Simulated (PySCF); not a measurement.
**Kr⁺ (krypton, charge +1) across methods**

[Ar] 3d10 4s2 4p4 5s1, high-spin 4P determinant (an excited configuration). Calculation: PySCF 2.14, in aug-cc-pVDZ-PP with ECP10MDF; scalar relativity through the core potential.

```json
{"method": "r2SCAN", "E (hartree)": "-462.3850", "mean ε 4p α (eV)": "-25.528", "mean ε 4p β (eV)": "-23.219", "mean ε 5s α (eV)": "-8.152", "Σ⟨r²⟩ (bohr²)": "44.03", "⟨S²⟩": "3.753"}
{"method": "PBE0", "E (hartree)": "-462.4964", "mean ε 4p α (eV)": "-26.580", "mean ε 4p β (eV)": "-24.261", "mean ε 5s α (eV)": "-8.650", "Σ⟨r²⟩ (bohr²)": "43.94", "⟨S²⟩": "3.752"}
{"method": "r2SCAN0", "E (hartree)": "-462.3915", "mean ε 4p α (eV)": "-27.069", "mean ε 4p β (eV)": "-24.652", "mean ε 5s α (eV)": "-8.688", "Σ⟨r²⟩ (bohr²)": "44.05", "⟨S²⟩": "3.753"}
{"method": "TPSS", "E (hartree)": "-462.4323", "mean ε 4p α (eV)": "-25.033", "mean ε 4p β (eV)": "-22.892", "mean ε 5s α (eV)": "-7.999", "Σ⟨r²⟩ (bohr²)": "44.00", "⟨S²⟩": "3.752"}
{"method": "PBE", "E (hartree)": "-462.5232", "mean ε 4p α (eV)": "-24.801", "mean ε 4p β (eV)": "-22.643", "mean ε 5s α (eV)": "-8.113", "Σ⟨r²⟩ (bohr²)": "43.83", "⟨S²⟩": "3.751"}
{"method": "BP86", "E (hartree)": "-462.6993", "mean ε 4p α (eV)": "-24.884", "mean ε 4p β (eV)": "-22.843", "mean ε 5s α (eV)": "-8.296", "Σ⟨r²⟩ (bohr²)": "43.81", "⟨S²⟩": "3.751"}
{"method": "B3LYP", "E (hartree)": "-462.5959", "mean ε 4p α (eV)": "-26.099", "mean ε 4p β (eV)": "-24.020", "mean ε 5s α (eV)": "-8.554", "Σ⟨r²⟩ (bohr²)": "43.88", "⟨S²⟩": "3.751"}
{"method": "UHF", "E (hartree)": "-461.20366", "mean ε 4p α (eV)": "-30.943", "mean ε 4p β (eV)": "-27.955", "mean ε 5s α (eV)": "-9.862", "Σ⟨r²⟩ (bohr²)": "44.55", "⟨S²⟩": "3.755"}
{"method": "LDA", "E (hartree)": "-461.8863", "mean ε 4p α (eV)": "-24.857", "mean ε 4p β (eV)": "-22.765", "mean ε 5s α (eV)": "-8.311", "Σ⟨r²⟩ (bohr²)": "43.72", "⟨S²⟩": "3.751"}
```

Energies and moments cover only the electrons outside the core potential. The outer electron is Rydberg-like, and this basis confines it to a smaller radius and binds it less than a complete one would.
